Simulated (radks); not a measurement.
Isoelectronic series with 15 electrons, all held in the configuration [Ne] 3s2 3p3, which need not be the ground one along the series. All-electron calculation, scalar-relativistic Kohn-Sham, BLYP, spin-polarised, spherical densities, finite nucleus; open shells are filled with parallel spins first (spin-orbit coupling, left out, can overturn this in heavy ions); Fermi nuclear charge, rms radius of each element as measured or else 0.836 A^(1/3) + 0.57 fm. Program: a radial shooting solver on a logarithmic mesh with Libxc functionals. Total energies (hartree) and mean radii <r> (bohr) (* marks an orbital that is empty in some or all of the ions):

ion,E (hartree),3p down*,3p up,3s down,3s up
P,-342.13386,2.520,2.331,1.911,1.884
Ar3+,-526.35732,1.415,1.386,1.298,1.285
Sc6+,-752.53715,1.028,1.016,0.9912,0.9837
Cr9+,-1020.86623,0.8144,0.8080,0.8044,0.7995
Co12+,-1331.66789,0.6760,0.6721,0.6775,0.6741
Zn15+,-1685.34687,0.5785,0.5758,0.5853,0.5828
As18+,-2082.37869,0.5058,0.5038,0.5151,0.5131
Kr21+,-2523.30947,0.4493,0.4478,0.4596,0.4581
Mo27+,-3539.40857,0.3671,0.3661,0.3776,0.3765
Rh30+,-4116.04089,0.3361,0.3354,0.3462,0.3454
Cd33+,-4739.50722,0.3099,0.3093,0.3195,0.3187
Sb36+,-5410.75960,0.2874,0.2868,0.2963,0.2957
Xe39+,-6130.84184,0.2678,0.2673,0.2760,0.2755
La42+,-6900.9179,0.2506,0.2502,0.2581,0.2576
